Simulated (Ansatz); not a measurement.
**CH6FGeNO: structure from calculated spectroscopic constants**

These gas-phase data were calculated for one isomer of CH6FGeNO at PBE0-D3(BJ)/def2-SVP (harmonic, unscaled wavenumbers; equilibrium rotational constants with average atomic masses):

```
rotational constants            : 5.214, 2.543, 1.963 GHz
all wavenumbers above 1500 cm⁻¹ : 3892, 3639, 3136, 3089, 3007, 2212
```

Candidates:

(1) `C[O][Ge@H]([NH2])[F]`, a singlet
(2) `C[NH][Ge@H]([OH])[F]`, a singlet
(3) `[CH3][Ge@]([NH2])([OH])[F]`, a singlet

Task: Assign the data to one candidate and say why.

Result: Candidate (2). The band at 2212 cm⁻¹ lies where the Ge–H stretch is expected; (3) has no mode between 1900 and 2250 cm⁻¹. 1 mode lies between 3250 and 3800 cm⁻¹, one for each N–H bond, while (1) has 2.

The same quantities for all candidates:

```
     rotational constants (GHz)               wavenumbers above 1500 cm⁻¹  E above the lowest, PBE0-D3(BJ)/def2-SVP (kcal/mol)
(1)         5.173, 2.661, 2.021  3690, 3586, 3134, 3084, 3006, 2206, 1540                                                 21.6
(2)         5.214, 2.543, 1.963        3892, 3639, 3136, 3089, 3007, 2212                                                 17.2
(3)         3.514, 3.176, 3.059  3896, 3693, 3588, 3199, 3191, 3078, 1535                                                  0.0
```

Each candidate is one conformer. Programs: Ansatz 0.2.0.
